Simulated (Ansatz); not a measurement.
**Molecular dynamics of C2H6BBrSi**

input.yaml

```yaml
crystal:
  periodic: [false, false, false]
  atoms:
    - { symbol: C, position_ang: [-1.418291, -1.099424, 0.160482] }
    - { symbol: Si, position_ang: [0.318251, -0.44127, 0.337556] }
    - { symbol: Br, position_ang: [1.483269, -1.70459, 1.76786] }
    - { symbol: B, position_ang: [0.51327, 1.515583, 0.004932] }
    - { symbol: C, position_ang: [1.048108, 0.476535, -0.978869] }
    - { symbol: H, position_ang: [-1.928686, -1.091299, 1.134093] }
    - { symbol: H, position_ang: [-1.393238, -2.134176, -0.211914] }
    - { symbol: H, position_ang: [-1.976732, -0.472635, -0.548874] }
    - { symbol: H, position_ang: [0.004331, 2.453427, 0.546507] }
    - { symbol: H, position_ang: [1.807467, 0.544184, -1.76114] }
    - { symbol: H, position_ang: [1.607553, 1.896667, -0.430033] }
basis:
  gaussian: { orbitals: def2-SVP }
hamiltonian:
  xc: pbe0
  dispersion: d4
md:
  timestep: 0.5
  n_steps: 147
  ensemble: nve
  temperature: 300.0
  initial_velocities: maxwell_boltzmann
  seed: 7984
```

Command:

```bash
$ ansatz run input.yaml --threads 2 --pin off --max-ram 3072MiB --backend cpu --events-out ev --progress --plain --runs-dir out
```

It starts at the highest image of a converged band. Of that band: The profile has 2 maxima (images 2, 5) with wells between them (image 3): this band takes more than one step, which may be the mechanism or a detour left from its start path. A vibrational analysis at the climbing image gives one clearly imaginary mode, 972i cm⁻¹: a first-order saddle point.

Output, in part (step lines, the closing report, with atoms numbered from 0):

```
md step     0: t =     0.00 fs  T =   300.0 K  F+E_penalty+E_count = -80742.73657151 eV  E_kin = 0.349002 eV  conserved = -80742.38756951 eV  (27 SCF iters)
[... lines left out ...]
Total energy: -80743.58115661 eV, -2967.2718775404 hartree
Atom 0 at    -1.340428    -1.358447    -0.018833 Å, force     0.215729     0.894931    -0.349968 eV/Å
Atom 1 at     0.215801    -0.391849     0.489093 Å, force    -0.861047     1.561133    -0.935373 eV/Å
Atom 2 at     1.469127    -1.663478     1.750689 Å, force     0.394506    -0.334036     0.431729 eV/Å
Atom 3 at     0.778027     1.562354     0.107652 Å, force     0.429292    -2.775532     0.715100 eV/Å
Atom 4 at     1.029459     0.500963    -0.998436 Å, force     1.039647     1.850010    -0.760439 eV/Å
Atom 5 at    -1.935460    -1.450854     0.901066 Å, force    -0.031561    -0.649095    -0.082427 eV/Å
Atom 6 at    -1.057411    -2.284535    -0.543660 Å, force    -0.172629    -0.246199     0.518033 eV/Å
Atom 7 at    -1.975944    -0.791241    -0.734660 Å, force     0.360477     0.073230     0.263874 eV/Å
Atom 8 at     1.482068     2.314255     0.720721 Å, force    -0.197034     0.524070    -0.215926 eV/Å
Atom 9 at     0.060094     0.513793    -1.550984 Å, force     0.307605    -0.444730    -0.337948 eV/Å
Atom 10 at     1.977957     0.552626    -1.656598 Å, force    -1.484986    -0.453782     0.753346 eV/Å
Dipole moment:    -0.266609     0.021047    -0.316198 e Å
```

The steps, from the saved trajectory:

| time (fs) | T (K) | potential energy less start (eV) | conserved less start (meV/atom) |
| --- | --- | --- | --- |
| 0.0 | 300 | 0.000 | 0.00 |
| 2.0 | 247 | 0.063 | 0.06 |
| 4.0 | 184 | 0.136 | 0.09 |
| 6.0 | 187 | 0.132 | 0.08 |
| 8.0 | 257 | 0.051 | 0.09 |
| 10.0 | 415 | -0.133 | 0.07 |
| 12.0 | 608 | -0.358 | 0.01 |
| 14.0 | 747 | -0.519 | 0.02 |
| 16.0 | 841 | -0.630 | -0.01 |
| 18.0 | 856 | -0.647 | 0.00 |
| 20.0 | 818 | -0.603 | 0.01 |
| 22.0 | 762 | -0.537 | 0.00 |
| 24.0 | 669 | -0.429 | 0.01 |
| 26.0 | 560 | -0.302 | 0.10 |
| 28.0 | 558 | -0.300 | 0.04 |
| 30.0 | 612 | -0.362 | 0.05 |
| 32.0 | 732 | -0.502 | 0.04 |
| 34.0 | 885 | -0.682 | -0.06 |
| 36.0 | 874 | -0.668 | -0.03 |
| 38.0 | 733 | -0.503 | 0.04 |
| 40.0 | 595 | -0.343 | 0.03 |
| 42.0 | 481 | -0.210 | 0.10 |
| 44.0 | 502 | -0.234 | 0.03 |
| 46.0 | 533 | -0.271 | -0.01 |
| 48.0 | 528 | -0.264 | 0.10 |
| 50.0 | 629 | -0.383 | -0.02 |
| 52.0 | 682 | -0.444 | 0.05 |
| 54.0 | 771 | -0.548 | 0.05 |
| 56.0 | 897 | -0.695 | -0.05 |
| 58.0 | 906 | -0.705 | 0.03 |
| 60.0 | 891 | -0.688 | -0.03 |
| 62.0 | 792 | -0.572 | 0.05 |
| 64.0 | 723 | -0.491 | 0.10 |
| 66.0 | 796 | -0.577 | 0.02 |
| 68.0 | 888 | -0.683 | 0.05 |
| 70.0 | 1017 | -0.835 | -0.02 |
| 72.0 | 1073 | -0.900 | -0.04 |

The run went to its last step. The conserved energy stayed within 0.1 meV per atom of its start (net change 0.03 meV per atom), so the integration is sound. The system heated up, since it started high on the potential surface and ran downhill. A run of 0.073 ps of so small a system gives no equilibrium averages. The orbitals stay closed-shell, which can raise the energy where a bond breaks towards radicals; this wasn't checked here.

The step under study would form B4–H11 and break C5–H11. These pairs go: B4–H11 1.24 → 2.36 Å, C5–H11 1.62 → 1.16 Å. In the last frame they stand as before the step (other bonds may differ from the relaxed reactants and products). It ends as one piece, C2H6BBrSi. Pairs count as bonded within 1.25 times the sum of covalent radii (0.12 Å more for H–H).

Last frame:

```xyz
11
Properties=species:S:1:pos:R:3
C -1.340 -1.358 -0.019
Si 0.216 -0.392 0.489
Br 1.469 -1.663 1.751
B 0.778 1.562 0.108
C 1.030 0.501 -0.998
H -1.935 -1.451 0.901
H -1.057 -2.284 -0.544
H -1.976 -0.791 -0.735
H 1.482 2.314 0.721
H 0.060 0.514 -1.551
H 1.978 0.553 -1.657
```

Run time: 17 min on 2 threads of Arm Neoverse N1, with other jobs on the host, peak memory 0.33 GiB.
